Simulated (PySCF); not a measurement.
## Sr (strontium, neutral) across methods

[Kr] 5s1 5p1, high-spin 3P determinant (an excited configuration). Calculation: PySCF 2.14, in x2c-QZVPPall; scalar relativity by spin-free X2C-1e.

```json
{"method": "PBE0", "E (hartree)": "-3178.91", "mean ε 4p β (eV)": "-25.807", "mean ε 5s α (eV)": "-5.041", "mean ε 5p α (eV)": "-2.633", "Σ⟨r²⟩ (bohr²)": "80.65", "⟨S²⟩": "2.000"}
{"method": "r2SCAN", "E (hartree)": "-3179.20", "mean ε 4p β (eV)": "-24.541", "mean ε 5s α (eV)": "-4.462", "mean ε 5p α (eV)": "-2.158", "Σ⟨r²⟩ (bohr²)": "80.75", "⟨S²⟩": "2.000"}
{"method": "BHandHLYP", "E (hartree)": "-3179.22", "mean ε 4p β (eV)": "-27.558", "mean ε 5s α (eV)": "-5.530", "mean ε 5p α (eV)": "-2.885", "Σ⟨r²⟩ (bohr²)": "81.48", "⟨S²⟩": "2.000"}
{"method": "PBEsol", "E (hartree)": "-3176.88", "mean ε 4p β (eV)": "-23.807", "mean ε 5s α (eV)": "-4.427", "mean ε 5p α (eV)": "-2.085", "Σ⟨r²⟩ (bohr²)": "80.19", "⟨S²⟩": "2.000"}
{"method": "B97-3", "E (hartree)": "-3178.96", "mean ε 4p β (eV)": "-26.004", "mean ε 5s α (eV)": "-4.948", "mean ε 5p α (eV)": "-2.555", "Σ⟨r²⟩ (bohr²)": "81.20", "⟨S²⟩": "2.000"}
{"method": "LDA", "E (hartree)": "-3175.07", "mean ε 4p β (eV)": "-23.925", "mean ε 5s α (eV)": "-4.559", "mean ε 5p α (eV)": "-2.082", "Σ⟨r²⟩ (bohr²)": "80.51", "⟨S²⟩": "2.000"}
{"method": "PBE", "E (hartree)": "-3178.84", "mean ε 4p β (eV)": "-23.825", "mean ε 5s α (eV)": "-4.395", "mean ε 5p α (eV)": "-2.119", "Σ⟨r²⟩ (bohr²)": "80.50", "⟨S²⟩": "2.000"}
{"method": "UHF", "E (hartree)": "-3177.31732", "mean ε 4p β (eV)": "-30.664", "mean ε 5s α (eV)": "-6.614", "mean ε 5p α (eV)": "-3.940", "Σ⟨r²⟩ (bohr²)": "84.01", "⟨S²⟩": "2.000"}
```
